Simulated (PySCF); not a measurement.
BiH3O2, SMILES [BiH]([OH])[OH]. The structure is a stationary point at PBE-D3(BJ)/def2-TZVP. The def2 effective core potentials stand for the cores of Bi; spin–orbit coupling is left out. The values are those of a single conformer.

Computed equilibrium geometry at PBE-D3(BJ)/def2-TZVP (PySCF confirms it by a frequency run) as a Z-matrix, and its point group (one conformer of several):
point group Cs.
```
Bi
O 1 2.0986
H 2 0.9729 1 110.32
O 1 2.0986 2 100.70 3 -71.26
H 4 0.9729 1 110.32 2 71.26
H 1 1.8394 2 93.78 3 23.31
```
Charge 0, spin multiplicity 1.
